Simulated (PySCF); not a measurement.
Te(H)(SiH3) (H4SiTe), SMILES [SiH3][TeH]. Geometry optimised at B3LYP-D3(BJ)/def2-TZVP. The def2 effective core potentials stand for the cores of Te; spin–orbit coupling is left out.

Computed equilibrium geometry at B3LYP-D3(BJ)/def2-TZVP (PySCF confirms it by a frequency run) as Cartesian coordinates in Å, and its point group:
point group Cs.
```xyz
6

Te     0.0312    -0.6303     0.0000
H     -1.6301    -0.7065     0.0000
Si    -0.0041     1.8836     0.0000
H     -0.6773     2.4116     1.2065
H     -0.6773     2.4116    -1.2065
H      1.4194     2.2857     0.0000
```
Charge 0, spin multiplicity 1.
